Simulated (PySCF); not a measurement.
B3LYP has the VWN-RPA correlation part, as in Gaussian. Delta-SCF ions had no search for a lower state. Excitations are Tamm–Dancoff values on a coarser integration grid. The basis has no diffuse functions, so Rydberg states are missing or too high.

Z-matrix (Å, degrees):
```
C
F 1 1.3893
H 1 1.0909 2 108.82
H 1 1.0909 3 110.11 2 -119.20
H 1 1.0909 3 110.11 4 -121.60
```
Charge 0, multiplicity 1.

Problem. Predict the S1–T1 gap (TDA), total energy, S1 excitation (TDA), vertical ionisation energy (Delta-SCF), HOMO–LUMO gap, dipole moment, HOMO and T1 excitation (TDA) from PySCF with B3LYP-D3(BJ)/def2-TZVP.

Solution. 
- S1–T1 gap (TDA): 0.51 eV
- total energy: -139.8091 Ha
- S1 excitation (TDA): 9.52 eV
- vertical ionisation energy (Delta-SCF): 13.03 eV
- HOMO–LUMO gap: 10.86 eV
- dipole moment: 1.87 D
- HOMO: -9.58 eV
- T1 excitation (TDA): 9.01 eV
